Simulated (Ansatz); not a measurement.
Consider the isomerisation: `C[Si@H](O)[Si@H](O)F` → `O[SiH](O)C[SiH2]F`.

Gas-phase electronic energies from Ansatz, PBE0-D4/def2-TZVP geometries. CCSD(T)/CBS is the MP2 limit (def2-TZVPP, def2-QZVPP) plus CCSD(T) − MP2 in def2-TZVPP, frozen cores. DFT in def2-TZVPP. B3LYP here is the variant with VWN-RPA as its local correlation; programs differ in this. One conformer a species, not always the lowest.

| level | ΔE (kcal/mol) |
| --- | --- |
| B3LYP-D4 | -8.8 |
| ωB97M-V | -11.4 |
| r2SCAN | -9.3 |
| SCS-MP2/def2-TZVPP | -11.7 |

Question: What does CCSD(T)/CBS give? (Best estimate.)

Answer: The calculation gave: -10.5 kcal/mol. The listed levels differ from it by 1.7, -0.9, 1.2, -1.2 kcal/mol.

Largest T1 diagnostic among the species: 0.012.

The D4 term adds −0.7 kcal/mol with B3LYP and −0.4 kcal/mol with PBE0; it sums over pairs of atoms, weighted by their polarisabilities, and B3LYP, whose exchange is more repulsive, gets the larger term. From PBE to PBE0 (25 % exact exchange), in def2-TZVPP and without D4, ΔE moves by −1.7 kcal/mol.
